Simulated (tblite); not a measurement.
Compound: C₅H₇AlClN.
Atom-mapped SMILES: `[CH:1]#[N+:2][Al@H-:3]([Cl:4])[CH2:5][C:6]#[C:7][CH3:8]` (hydrogens: H9 on C1; H10 on Al3; H11, H12 on C5; H13, H14, H15 on C8)
Bond orders are those of one Lewis drawing.

Computed with GFN2-xTB (tblite), gas phase: L-BFGS steps from a force-field or distance-geometry start until the largest atomic force falls under 0.01 eV/Å.

Step 16: E = -619.6697 eV
```
atom  x, y, z in Å  |  force x, y, z in eV/Å
C1      3.9562    1.3098    0.3649   -0.008   0.003  -0.008
N2      3.0803    0.5774    0.3273   -0.050  -0.014   0.017
Al3     1.4943   -0.6671    0.1280   -0.007  -0.036  -0.084
Cl4     2.4761   -2.3291   -0.5540    0.018   0.012   0.021
C5      0.3178    0.2992   -1.2091   -0.028   0.044  -0.061
C6     -1.0075    0.0567   -0.6743    0.003  -0.025   0.047
C7     -2.1130   -0.1442   -0.2482    0.029   0.031   0.015
C8     -3.4556   -0.3624    0.2504   -0.014  -0.014   0.011
H9      4.7659    1.9928    0.4031   -0.028  -0.024  -0.014
H10     1.1042   -0.6786    1.6149   -0.005   0.039  -0.001
H11     0.3625   -0.1671   -2.2048    0.064  -0.048  -0.001
H12     0.4243    1.3774   -1.3712    0.058   0.047   0.055
H13    -3.6258    0.2334    1.1471    0.011   0.004   0.013
H14    -4.1885   -0.0754   -0.5040   -0.028  -0.006  -0.015
H15    -3.5957   -1.4148    0.4965   -0.015  -0.015   0.004
```

Step 17: E = -619.6706 eV
```
atom  x, y, z in Å  |  force x, y, z in eV/Å
C1      3.9547    1.3086    0.3646   -0.062  -0.041  -0.008
N2      3.0786    0.5760    0.3288   -0.025   0.010   0.012
Al3     1.4915   -0.6679    0.1252    0.012  -0.016  -0.048
Cl4     2.4778   -2.3275   -0.5516    0.024  -0.011   0.008
C5      0.3181    0.3007   -1.2107   -0.029   0.023  -0.022
C6     -1.0060    0.0567   -0.6736    0.044  -0.013   0.021
C7     -2.1114   -0.1426   -0.2477   -0.063   0.001   0.040
C8     -3.4549   -0.3629    0.2501   -0.012   0.002   0.006
H9      4.7634    1.9912    0.4021    0.000  -0.002  -0.013
H10     1.1071   -0.6774    1.6140   -0.014   0.037  -0.006
H11     0.3632   -0.1673   -2.2045    0.059  -0.046  -0.033
H12     0.4247    1.3782   -1.3700    0.059   0.070   0.039
H13    -3.6252    0.2331    1.1468    0.011   0.003   0.013
H14    -4.1893   -0.0757   -0.5037   -0.005  -0.011  -0.007
H15    -3.5967   -1.4152    0.4969    0.000  -0.007  -0.003
```

Q: Estimate the geometry and energy of step 18. (The exact step hangs on the optimiser's Hessian estimate; all steps are aligned on step 17, rigid shifts and turns removed.)

A: E = -619.6716 eV, largest force 0.127 eV/Å
```
atom  x, y, z in Å  |  force x, y, z in eV/Å
C1      3.9519    1.3064    0.3642   -0.092  -0.064  -0.006
N2      3.0754    0.5740    0.3307   -0.004   0.028   0.007
Al3     1.4896   -0.6683    0.1212    0.014   0.004   0.002
Cl4     2.4802   -2.3260   -0.5486    0.032  -0.037  -0.008
C5      0.3178    0.3029   -1.2132   -0.014  -0.001   0.021
C6     -1.0042    0.0562   -0.6719    0.060   0.001  -0.008
C7     -2.1101   -0.1409   -0.2468   -0.116  -0.022   0.048
C8     -3.4546   -0.3635    0.2500   -0.006   0.016   0.002
H9      4.7600    1.9890    0.4006    0.016   0.010  -0.012
H10     1.1101   -0.6753    1.6128   -0.020   0.034  -0.022
H11     0.3652   -0.1682   -2.2050    0.043  -0.025  -0.047
H12     0.4268    1.3805   -1.3677    0.047   0.066   0.018
H13    -3.6245    0.2329    1.1468    0.006  -0.001   0.009
H14    -4.1903   -0.0761   -0.5037    0.020  -0.014   0.006
H15    -3.5977   -1.4157    0.4973    0.013   0.004  -0.010
```

The energy changes by -0.0010 eV. The first-order estimate −F·Δx gives -0.0014 eV and the mean of the old and new forces, exact on a quadratic surface, -0.0010 eV. The step makes an angle of 54° with the force vector and moves no atom by more than 0.004 Å.

What follows is the cost of the whole relaxation. Time: 1.4 s of wall time. Hardware: an Arm Neoverse V2 with one thread, shared host with 192 logical CPUs at a one-minute load of 66.
